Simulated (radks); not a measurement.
Bi2+, configuration [Hg] 6p1. All-electron calculation, scalar-relativistic Kohn-Sham, LDA (Slater exchange, Perdew-Wang correlation), spin-polarised, spherical densities, finite nucleus; open shells are filled with parallel spins first (spin-orbit coupling, left out, can overturn this in heavy ions); Fermi nuclear charge, rms radius 5.5211 fm. Program: a radial shooting solver on a logarithmic mesh with Libxc functionals.

Radial electron density D(r) = 4 pi r^2 rho(r):

```
   r/bohr * D(r) (the largest magnitude, 158, reaches the edge; | marks zero)
0.0006051 | *
0.0007045 |  *
0.0008201 |  *
0.0009547 |   *
 0.001111 |    *
 0.001294 |      *
 0.001506 |       *
  0.00174 |         *
 0.002025 |           *
 0.002358 |             *
 0.002745 |                *
 0.003195 |                   *
  0.00372 |                      *
  0.00433 |                          *
 0.005041 |                             *
 0.005869 |                                 *
 0.006832 |                                    *
 0.007954 |                                      *
  0.00926 |                                       *
  0.01069 |                                        *
  0.01245 |                                       *
  0.01449 |                                     *
  0.01687 |                                    *
  0.01964 |                                   *
  0.02287 |                                   *
  0.02662 |                                      *
  0.03099 |                                          *
  0.03608 |                                                *
    0.042 |                                                    *
  0.04889 |                                                      *
  0.05692 |                                                    *
  0.06627 |                                                *
  0.07653 |                                            *
  0.08909 |                                          *
   0.1037 |                                             *
   0.1207 |                                                 *
   0.1406 |                                                   *
   0.1636 |                                              *
   0.1905 |                                     *
   0.2218 |                              *
   0.2582 |                             *
   0.3006 |                                *
   0.3499 |                                  *
   0.4073 |                               *
   0.4742 |                       *
   0.5477 |                *
   0.6376 |           *
   0.7422 |         *
   0.8641 |        *
    1.006 |       *
    1.171 |     *
    1.363 |   *
    1.587 |  *
    1.848 | *
    2.151 |*
    2.504 |*
    2.915 *
    3.367 *
    3.919 *
    4.563 *
    5.312 *
    6.184 *
    7.199 *
```

D(r) has 4 maxima, at r = 0.0104, 0.0489, 0.135, 0.344 bohr, and minima at 0.0203, 0.0870, 0.246 bohr, inside which lie 1.87, 10.99, 30.09 electrons.
